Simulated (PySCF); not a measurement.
A structure optimised at PBE-D3(BJ)/def2-SVP, used in a PySCF frequency run:

```
Ge
H 1 1.5533
N 1 1.8697 2 105.85
H 3 1.0278 1 111.60 2 -178.22
H 3 1.0279 4 106.79 1 123.24
H 1 1.5730 2 106.82 3 122.75
Si 1 2.3914 2 113.02 6 120.50
N 7 1.7527 1 106.66 2 -77.29
H 8 1.0239 7 117.33 1 -52.88
H 8 1.0243 9 109.52 7 138.38
H 7 1.5046 8 107.48 9 -172.88
H 7 1.5199 11 106.42 8 126.12
```

Question: Write its SMILES and formula.

Answer: N[SiH2][GeH2][NH2], GeH8N2Si

Question: What are its rotational constants (standard atomic weights)?

Answer: 8.0067, 1.7247, 1.4927 GHz
